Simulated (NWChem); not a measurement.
C2H7FSi; SMILES C[C@@H](F)[SiH3]

Results from NWChem. Pople sets run with spherical d functions. Each level has its own optimisation; frequencies are unscaled. Brackets give each atom's bonded neighbours.

| level | r C–C (Å) | r C–H [C(CHHH)–H(C)] (Å) | r C–F (Å) | r C–Si (Å) | highest harmonic frequency (cm⁻¹) | lowest (cm⁻¹) | zero-point energy (kcal/mol) | dipole (D) |
|---|---|---|---|---|---|---|---|---|
| Hartree-Fock/3-21G | 1.526 | 1.083 | 1.433 | 1.930 | 3277 | 158 | 55.0 | 2.18 |
| Hartree-Fock/6-31G* | 1.519 | 1.085 | 1.392 | 1.909 | 3278 | 139 | 55.6 | 1.83 |
| PBE-D3(BJ)/def2-SVP | 1.520 | ___ | ___ | 1.921 | ___ | ___ | ___ | ___ |

Question: Some entries are withheld; supply them.

Answer: 
- PBE-D3(BJ)/def2-SVP, r C–H [C(CHHH)–H(C)] (Å): 1.109
- PBE-D3(BJ)/def2-SVP, r C–F (Å): 1.410
- PBE-D3(BJ)/def2-SVP, highest harmonic frequency (cm⁻¹): 3070
- PBE-D3(BJ)/def2-SVP, lowest (cm⁻¹): 151
- PBE-D3(BJ)/def2-SVP, zero-point energy (kcal/mol): 50.1
- PBE-D3(BJ)/def2-SVP, dipole (D): 1.54
